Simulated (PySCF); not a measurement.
Screening by computed properties: pick the candidate that meets the target.

Species are written as SMILES; each is one conformer at its optimised geometry, gas phase, non-relativistic unless stated. Electronic properties by PySCF.

The conformers computed, where there is a choice (atom-mapped SMILES and torsion angles):
- `[CH3:1][C:2]([CH3:3])([CH3:4])[P@@:5]([CH3:6])(=[NH:7])[CH2:8][OH:9]`: C1–C2–P5–C6 166°, C2–P5–C8–O9 -88°, H–O9–C8–P5 -34°
- `[N:1]#[C:2][Si:3]1([C:4](=[O:5])[OH:6])[SiH2:7][CH2:8][SiH2:9]1`: C2–Si3–C4–O5 -179°, H–O6–C4–Si3 -179°
- `[CH2:1]=[CH:2][CH2:3]/[C:4]([Cl:5])=[CH:6]/[CH2:7][C:8]([F:9])([F:10])[F:11]`: C1–C2–C3–C4 -118°, C2–C3–C4–Cl5 -73°, C4–C6–C7–C8 -120°, C6–C7–C8–F9 60°
- `[CH3:1][C:2](=[O:3])[C@@H:4]1[CH2:5][C@:6]1([SiH3:7])[CH:8]([Cl:9])[Cl:10]`: C1–C2–C4–C5 -163°, C5–C6–C8–Cl9 -141°
- `[NH2:1][CH2:2][c:3]1[cH:4][cH:5][c:6]([F:7])[cH:8][cH:9]1`: N1–C2–C3–C4 88°, H–N1–C2–C3 59°, H–N1–C2–C3 -59°
- `[NH2:1][CH2:2][c:3]1[cH:4][cH:5][cH:6][cH:7][c:8]1[F:9]`: N1–C2–C3–C4 -3°, H–N1–C2–C3 -60°, H–N1–C2–C3 61°
- `[CH3:1][n:2]1[cH:3][cH:4][c:5]([CH2:6][NH2:7])[cH:8]1`: C4–C5–C6–N7 91°, H–N7–C6–C5 59°, H–N7–C6–C5 -58°

The conformers of `FC(F)=C(F)[C@@H]1CC[C@H](Cl)C1` and `N#C[C@@]12CCC[C@@H]1[C@H]2F` aren't listed.

Problem. Wanted: smallest rotational constant below 0.5 GHz (GFN2-xTB) and dipole moment below 3.2 D (PBE0/pcSseg-1), at GFN2-xTB geometries. Which candidate meets both?
A. `NCc1ccn(C)c1`
B. `C=CC/C(Cl)=C/CC(F)(F)F`
C. `CC(C)(C)[P@@](C)(=N)CO`
D. `NCC1=CC=C(F)C=C1`
E. `N#C[Si]1(C(=O)O)[SiH2]C[SiH2]1`
F. `c1cccc(c1F)CN`
G. `O=C([C@@H]1C[C@@]1(C(Cl)Cl)[SiH3])C`

Solution. B. Computed values:
```
                            species  smallest rotational constant  dipole moment
             C=CC/C(Cl)=C/CC(F)(F)F                     0.384 GHz         2.46 D
O=C([C@@H]1C[C@@]1(C(Cl)Cl)[SiH3])C                     0.575 GHz         3.39 D
     N#C[Si]1(C(=O)O)[SiH2]C[SiH2]1                     0.644 GHz         3.09 D
                   NCC1=CC=C(F)C=C1                     0.835 GHz         0.46 D
                      c1cccc(c1F)CN                     0.936 GHz         2.15 D
             CC(C)(C)[P@@](C)(=N)CO                     1.020 GHz         4.05 D
                       NCc1ccn(C)c1                     1.101 GHz         3.55 D
```

Problem. Wanted: HOMO–LUMO gap between 6.2 eV and 6.9 eV (PBE0/pcSseg-1) and HOMO energy above -7.8 eV (PBE0/pcSseg-1), at GFN2-xTB geometries. Which candidate meets both?
A. `C=CC/C(Cl)=C/CC(F)(F)F`
B. `FC(F)=C(F)[C@@H]1CC[C@H](Cl)C1`
C. `NCc1ccc(F)cc1`
D. `OC[P@@](C)(C(C)(C)C)=N`
E. `N#C[C@@]12CCC[C@@H]1[C@H]2F`
F. `NCC1=CC=CC=C1F`
G. `N#C[Si]1(C(=O)O)[SiH2]C[SiH2]1`

Solution. F. Computed values:
```
                       species  HOMO–LUMO gap  HOMO energy
                 NCc1ccc(F)cc1        6.10 eV     -6.70 eV
N#C[Si]1(C(=O)O)[SiH2]C[SiH2]1        6.35 eV     -8.07 eV
                NCC1=CC=CC=C1F        6.76 eV     -7.14 eV
        C=CC/C(Cl)=C/CC(F)(F)F        6.99 eV     -7.51 eV
        OC[P@@](C)(C(C)(C)C)=N        7.24 eV     -6.38 eV
FC(F)=C(F)[C@@H]1CC[C@H](Cl)C1        7.79 eV     -7.35 eV
   N#C[C@@]12CCC[C@@H]1[C@H]2F        8.87 eV     -8.26 eV
```
